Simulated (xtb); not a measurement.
C₂H₂F (SMILES [CH-]=CF), charge -1, singlet, at a GFN2-xTB geometry; GFN0-xTB (xtb).

The xtb input:
```
$ xtb mol.xyz --gfn 0 --chrg -1 --json

# file mol.xyz
5

C      0.12287813     0.40730308    -0.00331883
C      1.24949282    -0.26376349    -0.03891045
F     -1.12740689    -0.31305432     0.03446280
H     -0.19677651     1.48659008     0.00782128
H      2.10921281     0.46966118    -0.06461080
```

Output, abridged:

```
   ID    Z sym.   atoms
    1    6 C      1, 2
    2    9 F      3
    3    1 H      4, 5

           -------------------------------------------------
          |                Calculation Setup                |
           -------------------------------------------------

           -------------------------------------------------
          |                 G F N 0 - x T B                 |
           -------------------------------------------------

          ...................................................
          :                      SETUP                      :
          :.................................................:
          :  # basis functions                  16          :
          :  # atomic orbitals                  16          :
          :  # shells                           10          :
          :  # electrons                        18          :
          :  electronic temp.          300.0000000     K    :
          :  accuracy                    1.0000000          :
          :  -> integral cutoff          0.2500000E+02      :
          :  -> integral neglect         0.1000000E-07      :
          ...................................................

         :::::::::::::::::::::::::::::::::::::::::::::::::::::
         ::                     SUMMARY                     ::
         :::::::::::::::::::::::::::::::::::::::::::::::::::::
         :: total energy             -10.538012495975 Eh    ::
         :: gradient norm              0.085286710395 Eh/a0 ::
         :: HOMO-LUMO gap              4.389989048866 eV    ::
         ::.................................................::
         :: H0 energy                 -9.476788621896 Eh    ::
         :: repulsion energy           0.087678382282 Eh    ::
         :: electrostat energy        -1.138456612029 Eh    ::
         :: -> Gsolv                   0.000000000000 Eh    ::
         ::    -> Gsasa                0.000000000000 Eh    ::
         ::    -> Gshift               0.000000000000 Eh    ::
         :: dispersion energy         -0.000806733992 Eh    ::
         :: short-range corr.         -0.009638910339 Eh    ::
         :: add. restraining           0.000000000000 Eh    ::
         :: total charge              -1.000000000000 e     ::
         :::::::::::::::::::::::::::::::::::::::::::::::::::::

           -------------------------------------------------
          |                Property Printout                |
           -------------------------------------------------

    * Orbital Energies and Occupations

         #    Occupation            Energy/Eh            Energy/eV
      -------------------------------------------------------------
         1        2.0000           -0.8038954             -21.8751
         2        2.0000           -0.6332871             -17.2326
         3        2.0000           -0.5685845             -15.4720
         4        2.0000           -0.5325130             -14.4904
         5        2.0000           -0.4702338             -12.7957
         6        2.0000           -0.4667598             -12.7012
         7        2.0000           -0.4373036             -11.8996
         8        2.0000           -0.4211338             -11.4596
         9        2.0000           -0.4046833             -11.0120 (HOMO)
        10                         -0.2433542              -6.6220 (LUMO)
        11                         -0.1271138              -3.4589
        12                         -0.1108183              -3.0155
        13                         -0.0804013              -2.1878
        14                          0.1118977               3.0449
        15                          0.2722385               7.4080
        16                          0.5716408              15.5551
      -------------------------------------------------------------
                  HL-Gap            0.1613291 Eh            4.3900 eV
             Fermi-level            0.0000000 Eh            0.0000 eV

     #   Z          covCN         q      C6AA      α(0)
     1   6 C        2.677     0.023    29.013     8.786
     2   6 C        1.899    -0.616    54.874    11.950
     3   9 F        0.779    -0.336    12.785     4.119
     4   1 H        0.919    -0.106     5.787     3.762
     5   1 H        0.917     0.034     2.527     2.486

 Mol. C6AA /au·bohr⁶  :        409.102090
 Mol. C8AA /au·bohr⁸  :       9389.796889
 Mol. α(0) /au        :         31.103255

Wiberg/Mayer (AO) data.
largest (>0.10) Wiberg bond orders for each atom

 ---------------------------------------------------------------------------
     #   Z sym  total        # sym  WBO       # sym  WBO       # sym  WBO
 ---------------------------------------------------------------------------
     1   6 C    3.846 --     2 C    2.039     4 H    0.946     3 F    0.848
     2   6 C    3.128 --     1 C    2.039     5 H    0.986
     3   9 F    0.977 --     1 C    0.848
     4   1 H    1.008 --     1 C    0.946
     5   1 H    1.023 --     2 C    0.986
 ---------------------------------------------------------------------------

Topologies differ in total number of bonds
Writing topology from bond orders to xtbtopo.mol

 dipole moment from electron density (au)
     X       Y       Z
  -1.3736   1.3423   0.0440  total (Debye):    4.883

           -------------------------------------------------
          | TOTAL ENERGY              -10.538012495975 Eh   |
          | GRADIENT NORM               0.085286710395 Eh/α |
          | HOMO-LUMO GAP               4.389989048866 eV   |
           -------------------------------------------------

normal termination of xtb
```
